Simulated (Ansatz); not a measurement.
Geometry optimisation, RKS r2SCANh/def2-SVP (Ansatz).

input.yaml

```yaml
crystal:
  periodic: [false, false, false]
  atoms:
    - { symbol: "N", position_ang: [-0.10869, 1.83644, -0.26874] }
    - { symbol: In, position_ang: [-0.3335, -0.20542, -0.34531] }
    - { symbol: "N", position_ang: [0.71458, -1.46348, 0.89948] }
    - { symbol: Cl, position_ang: [-1.79808, -1.10962, -1.86679] }
    - { symbol: H, position_ang: [-0.93638, 2.29827, -0.63632] }
    - { symbol: H, position_ang: [0.00623, 2.14832, 0.69149] }
    - { symbol: H, position_ang: [1.6593, -1.11734, 1.04247] }
    - { symbol: H, position_ang: [0.79653, -2.38717, 0.48372] }
basis:
  gaussian: { orbitals: def2-SVP }
hamiltonian:
  xc: r2scanh
relax:
  f_tol: 0.015
  max_steps: 40
```

Run as:

```bash
$ ansatz run input.yaml --threads 2 --pin off --max-ram 3072MiB --backend cpu --events-out ev --progress --plain --runs-dir out
```

Task: Where does it end, and by what steps?

Result: The forces met the threshold. After 5 steps the energy has fallen by 0.059 eV; H7 moved furthest, 0.14 Å.

```
step  energy less start (eV)  largest force component (eV/Å)  accepted
   0                  0.0000                           0.822       yes
   1                 -0.0477                           0.183       yes
   2                 -0.0548                           0.226       yes
   3                 -0.0580                           0.041       yes
   4                 -0.0586                           0.032       yes
   5                 -0.0588                           0.003       yes
```

```xyz
8
Properties=species:S:1:pos:R:3
N -0.180 1.855 -0.261
In -0.270 -0.167 -0.280
N 0.744 -1.506 0.848
Cl -1.773 -1.096 -1.843
H -0.991 2.309 -0.673
H 0.004 2.284 0.642
H 1.688 -1.239 1.117
H 0.777 -2.441 0.450
```

Run time: 19 s on 2 threads of Intel(R) Xeon(R) Platinum 8488C (Sapphire Rapids), on a shared host, peak memory 0.24 GiB.
